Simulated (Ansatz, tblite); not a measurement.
Removing an electron: K₂S₂⁻ (the lowest doublet isomer of a short search). Total charge -1; doublet. Geometry: r2SCAN-D4/def2-TZVPD. Ansatz, gas phase; energy differences of separate SCF runs; the oxidised species is a singlet (the triplet lies 1.58 eV higher at PBE0-D4/def2-TZVPD).

Cartesian coordinates in Å:
```
K -1.116 -0.876 -1.846
K 2.150 0.688 0.571
S -0.749 1.096 0.302
S -0.285 -0.909 0.973
```

The xTB rows come from tblite. The structure comes from a short search, and lower isomers may exist.

| level | −HOMO (eV) | vertical IE (eV) | −LUMO (eV) | HOMO–LUMO gap (eV) | remarks |
| --- | --- | --- | --- | --- | --- |
| GFN1-xTB | – | 6.07 | – | – | – |
| GFN2-xTB | – | 4.95 | – | – | – |
| PBE-D4/def2-TZVPD | -0.56 | 0.57 | -0.74 | 0.18 | HOMO above zero (-1 doublet) |
| r2SCAN-D4/def2-TZVPD | -0.59 | 0.44 | -0.79 | 0.20 | HOMO above zero (-1 doublet) |
| PBE0-D4/def2-TZVPD | -0.31 | 0.50 | -0.98 | 0.67 | HOMO above zero (-1 doublet) |

  A HOMO above zero means that the electron is unbound at that level or that self-interaction error raises the level; the energy of removing that electron tells which. HOMO and LUMO are the levels of the spin that leaves or enters (xTB has no such levels and no spin-polarisation term). Other spin states of the ions may lie lower, which would lower the ionisation energy or raise the affinity. Raw xTB energy differences between charge states are shifted by several eV; the methods need an empirical correction for them.
